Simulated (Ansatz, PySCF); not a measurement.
This PySCF input computes a PBE/def2-TZVPD energy:

```python
from pyscf import gto, scf, dft

mol = gto.M(
    atom='''
    C    -2.38256365   -0.00941317    0.17512316
    C    -1.07179191    0.39012302    0.08427846
    C    -0.00505865   -0.48402376   -0.00637799
    Cl    1.62069297    0.06296259   -0.11833539
    H    -3.18143663    0.71408958    0.24397574
    H    -2.65390982   -1.05719620    0.18047044
    H    -0.84544331    1.45115902    0.08242589
    H    -0.11450544   -1.55853309   -0.01331228
    ''',
    basis='def2-tzvpd',
    charge=0,
    spin=1,
    verbose=4,
)

mf = dft.UKS(mol, xc='pbe').density_fit(auxbasis='def2-universal-jkfit')
mf.grids.level = 3
mf.conv_tol = 1e-9
mf.max_cycle = 100
mf.max_memory = 1500
mf.kernel()
if not mf.converged:
    mf = mf.newton()
    mf.kernel(mf.make_rdm1())
for _ in range(2):
    mo, _, stable, _ = mf.stability(return_status=True)
    if stable:
        break
    mf.kernel(mf.make_rdm1(mo, mf.mo_occ))
mf.analyze()
```

Question: Write an input for the same energy in Ansatz (a first-principles code) and say what it gives.

Answer: 
Ansatz 0.2 input:
```yaml
crystal:
  periodic: [false, false, false]
  atoms:
    - {symbol: C, position_ang: [-2.38256365, -0.00941317, 0.17512316]}
    - {symbol: C, position_ang: [-1.07179191, 0.39012302, 0.08427846]}
    - {symbol: C, position_ang: [-0.00505865, -0.48402376, -0.00637799]}
    - {symbol: Cl, position_ang: [1.62069297, 0.06296259, -0.11833539]}
    - {symbol: H, position_ang: [-3.18143663, 0.71408958, 0.24397574]}
    - {symbol: H, position_ang: [-2.65390982, -1.05719620, 0.18047044]}
    - {symbol: H, position_ang: [-0.84544331, 1.45115902, 0.08242589]}
    - {symbol: H, position_ang: [-0.11450544, -1.55853309, -0.01331228]}
basis:
  gaussian:
    orbitals: def2-TZVPD
hamiltonian:
  xc: {name: PBE}
magnetization: {spin_polarized: true, initial_magnetization: 1}
output: {forces: true}
```
It gives -576.57415 Eh, and PySCF -576.57423 Eh, a difference of 0.08 mEh, from the treatment of integrals and grids.

It need not be the lowest isomer of its formula.
